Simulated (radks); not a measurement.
The numbers below are computed, except where a source is named.
Problem. These are the eigenvalues of the occupied orbitals of an atom or ion with whole-number occupations (eV). Code: a radial shooting solver on a logarithmic mesh with Libxc functionals. Model: Dirac Kohn-Sham, BLYP, spin-unpolarised, spherical densities, point nucleus.

| orbital | eigenvalue |
|---|---|
| 1s1/2 | -31933.63 |
| 2s1/2 | -5169.052 |
| 2p1/2 | -4864.090 |
| 2p3/2 | -4589.368 |
| 3s1/2 | -1275.577 |
| 3p1/2 | -1150.516 |
| 3p3/2 | -1098.745 |
| 3d3/2 | -879.1425 |
| 3d5/2 | -868.2355 |
| 4s1/2 | -446.7192 |
| 4p1/2 | -401.0306 |
| 4p3/2 | -389.0693 |
| 4d3/2 | -313.3202 |
| 4d5/2 | -311.0867 |

Which element is it, and in what charge state? The configuration may be excited. Open shells, if any, are shared by 2j + 1.

Solution. Z = 52, tellurium, charge +14: Te14+ in [Kr] 4d2. The list shows which subshells hold electrons but not how many an open one holds; the 1s level, -1173.5 hartree, gives Z - s = 48.4 by -(Z - s)^2/2, which with screening and relativity narrows Z to a few neighbours, and the depths of the outer levels then fix element, charge and occupations together.
